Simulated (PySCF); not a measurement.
ClFH₃NOSi, SMILES N[Si@@](O)(F)Cl.

Geometry: PBE0-D3(BJ)/def2-SVP. The structure was generated by enumeration; whether it is a known compound was not checked. Other conformers were not sampled.

Method: TDDFT-PBE/def2-SVPD (PySCF 2.14.0).

Vertical excitations. 

Problem. List the lowest excited states. (The exact figures need the calculation; the answer reports its results.)

Solution. 
```json
[
 {"state": "S1", "energy (eV)": "6.04", "λ (nm)": "205", "f": "0.036", "main pairs": "HOMO→LUMO 99 %"},
 {"state": "S2", "energy (eV)": "7.05", "λ (nm)": "176", "f": "0.008", "main pairs": "HOMO−1→LUMO 100 %"},
 {"state": "S3", "energy (eV)": "7.17", "λ (nm)": "173", "f": "0.008", "main pairs": "HOMO→LUMO+1 96 %"},
 {"state": "S4", "energy (eV)": "7.36", "λ (nm)": "168", "f": "0.039", "main pairs": "HOMO−2→LUMO 96 %"},
 {"state": "S5", "energy (eV)": "7.60", "λ (nm)": "163", "f": "0.009", "main pairs": "HOMO→LUMO+2 76 %, HOMO→LUMO+3 14 %"},
 {"state": "S6", "energy (eV)": "7.68", "λ (nm)": "161", "f": "0.041", "main pairs": "HOMO−3→LUMO 89 %"},
 {"state": "S7", "energy (eV)": "7.87", "λ (nm)": "158", "f": "0.045", "main pairs": "HOMO→LUMO+3 76 %, HOMO→LUMO+2 15 %"},
 {"state": "S8", "energy (eV)": "8.18", "λ (nm)": "152", "f": "0.007", "main pairs": "HOMO−1→LUMO+1 89 %"},
 {"state": "S9", "energy (eV)": "8.19", "λ (nm)": "151", "f": "0.003", "main pairs": "HOMO→LUMO+4 92 %"},
 {"state": "S10", "energy (eV)": "8.35", "λ (nm)": "148", "f": "0.068", "main pairs": "HOMO−4→LUMO 94 %"},
 {"state": "T1", "energy (eV)": "5.81", "λ (nm)": "213", "f": "0", "main pairs": "HOMO→LUMO 99 %"},
 {"state": "T2", "energy (eV)": "6.90", "λ (nm)": "180", "f": "0", "main pairs": "HOMO−1→LUMO 97 %"},
 {"state": "T3", "energy (eV)": "6.95", "λ (nm)": "178", "f": "0", "main pairs": "HOMO→LUMO+1 96 %"},
 {"state": "T4", "energy (eV)": "7.20", "λ (nm)": "172", "f": "0", "main pairs": "HOMO−2→LUMO 94 %"}
]
```
Triplets are in the Tamm–Dancoff approximation, which puts them higher than full response would, so one can lie above its singlet here.
